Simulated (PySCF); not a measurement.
hydrogen (H2), SMILES [H][H]. The structure is a stationary point at PBE0-D3(BJ)/def2-TZVPD.

All values below come from PBE0-D3(BJ)/def2-TZVPD (PySCF).

Harmonic wavenumbers (cm⁻¹): 4406. Rotational constants (GHz): 1801 (linear); symmetry number 2.

Problem. Work out the zero-point energy and the ideal-gas rigid-rotor harmonic-oscillator thermochemistry at 298.15 K and 1 atm.

Solution. ZPE = ½ Σ hcν = ½ × 4406 cm⁻¹ = 26.36 kJ/mol. H − E(el) = 35.03 kJ/mol. Entropy in J/(mol K): translation 117.49, rotation 12.85, vibration 0.00, total 130.34. G − E(el) = -3.83 kJ/mol. Cp = 29.10 J/(mol K).
